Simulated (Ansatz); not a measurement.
Isomers of Ga$_{2}$P$_{3}$ (doublet), relaxed with PBE-D4/def2-SVP; total energies from Ansatz at PBE0-D4/def2-TZVP.

```tsv
isomer	description	energy (Eh)
A	point group not assigned; 4 × Ga–P 2.55 Å; 3 × P–P 2.19 to 2.36 Å	-4872.99481
B	point group not assigned; 4 × Ga–P 2.49 to 2.59 Å; 2 × P–P 2.09 to 2.19 Å	-4872.95614
C	point group not assigned; 5 × Ga–P 2.19 to 2.58 Å; 1 × P–P 2.16 Å	-4872.90582
```

The isomers come from a short search, and lower ones may exist.

Question: Work out the relative energies (1 Eh = 2625.5 kJ/mol) and the Boltzmann populations at 1200 K from electronic energies alone (R = 8.314 J/mol/K).

Answer: ΔE: A 0.0, B 101.5, C 233.6 kJ/mol. RT = 9.98 kJ/mol. Factors exp(−ΔE/RT): A 1, B 3.83e-05, C 6.83e-11; sum 1.000. Populations: A 100.0 %, B 0.0 %, C 0.0 %. Zero-point energy, vibrational entropy and symmetry numbers are left out and can shift these; an error of 4 kJ/mol changes a ratio by a factor of 1.5. Over the other density-functional and correlated levels in def2 sets, the gap between A and B ranges from 89 to 100 kJ/mol.
